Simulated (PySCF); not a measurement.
Mg: excitation energy

Mg [Ne] 3s2 (1S) → Mg [Ne] 3s1 3d1 (3D), as a difference of total energies. Computed with PySCF 2.14 in dyall-acv3z, with scalar relativity by spin-free X2C-1e. Correlated levels: valence: [Ne] frozen; valence and next inner shell: 1s2 frozen; virtual orbitals above 40 to 60 times the deepest correlated orbital energy dropped. The calculations carry no spin-orbit coupling.

```csv
method,excitation energy (cm⁻¹),error (cm⁻¹)
UHF,51067,+3110
LDA,52969,+5012
PBE,51222,+3265
PBE0,52173,+4216
r2SCAN,51135,+3178
wB97M-V,57884,+9927
wB97X-V,56433,+8476
CAM-B3LYP,56318,+8361
MP2 (valence),55353,+7396
SCS-MP2 (valence),57076,+9119
MP2 (valence and next inner shell),56437,+8480
SCS-MP2 (valence and next inner shell),57926,+9969
```

Reference: 47957 cm⁻¹ (measured; NIST levels, between the centres of gravity of the two terms).

Errors of the correlated levels include the incompleteness of this basis and the frozen core.

The promoted electron is Rydberg-like, and one or two diffuse shells describe it only roughly, which tends to raise the upper state.

In the upper state the promoted electron has a positive orbital energy at LDA, PBE, PBE0, r2SCAN, so the basis confines it.
